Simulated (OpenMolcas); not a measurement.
## Computed transition rates of Au IV

* Program: OpenMolcas 26.06
* Method: SS-CASPT2, IPEA 0.25 Eh, imaginary shift 0.1 Eh (closed shells correlated: 5s 5p)
* Basis: ANO-RCC-VTZP [8s7p5d3f1g]
* Scalar Hamiltonian: DKH2, point nucleus
* Active space: 8 electrons in 5 orbitals (5d)
* State averaging: 2S+1 = 3 even, 10 roots; 2S+1 = 1 even, 15 roots kept (CI in the orbitals of an earlier block)
* Spin-orbit coupling: state interaction with AMFI integrals over the reference wave functions, term energies averaged over their components

Rates come from the transition moments of the reference wave functions (E1 and E2 in the length form). At fixed line strength A goes as λ^-3 for E1 and M1 and as λ^-5 for E2, so a rate at the computed wavelength can be rescaled to the measured one. Measured vacuum wavelengths follow from level energies in Zainab et al., Astrophys. J. Suppl. Ser. 267, 12 (2023). Branching counts decays inside the model space alone, at computed energies, and the table is only a selection of the M1 lines, drawn from those between levels with measured partners whose computed energy lies within a factor of 1.5 of the measured one.

```csv
Upper,Lower,Type,λ computed (nm),λ measured (nm),A computed (s-1),A rescaled (s-1),Branching %
5d8 3P1,5d8 3P0,M1,2917,3026,6.04e-01,5.41e-01,2.0
5d8 3F3,5d8 3F4,M1,800.2,813.4,4.86e+01,4.63e+01,98.5
5d8 1G4,5d8 3F3,M1,703.4,745.8,2.72e+00,,8.6
5d8 1G4,5d8 3F4,M1,374.3,389.1,2.87e+01,,90.8
5d8 1S0,5d8 3P1,M1,300.7,296,3.39e+02,,90.3
```

Spin-changing lines and M1 lines between different terms are not rescaled, since their strength hangs on the term gaps too.

The largest correction is for 5d8 3P1 → 5d8 3P0 (M1): 6.04e-01 × (2917 / 3026)^3 = 5.41e-01 s-1, a factor of 0.90.

The computed rate and branching of 5d8 3F3 → 5d8 3F4 give the upper level a radiative lifetime of 0.985 / 4.86e+01 s-1 = 2.03e-02 s, counting decays inside the model space alone. The rescaled rate gives about 2.1e-02 s.

These are rates of the free ion; in crystals, glasses and complexes forced electric-dipole and non-radiative decay shorten such lifetimes by orders of magnitude. No measured rate stands beside these. Rescaling mends the energy factor alone: line strengths can still be far off where a level mixes with configurations outside the active space, and weak or spin-changing lines hang on small mixing coefficients that depend on the term gaps too, so rescaling need not improve them.

CASPT2 does not keep the components of a term degenerate, so their means are used; among the terms shown or strongly mixed into the levels shown the widest spread is 730 cm-1 (5d8 1G). Terms from blocks run as CI alone lack orbitals of their own. Measured partners are found by configuration, term and J. A level has none where our copy of the source lacks it or the pairing is in doubt (some pairs that miss far off the trend of their configuration count as doubtful). Only configurations of the active space appear.
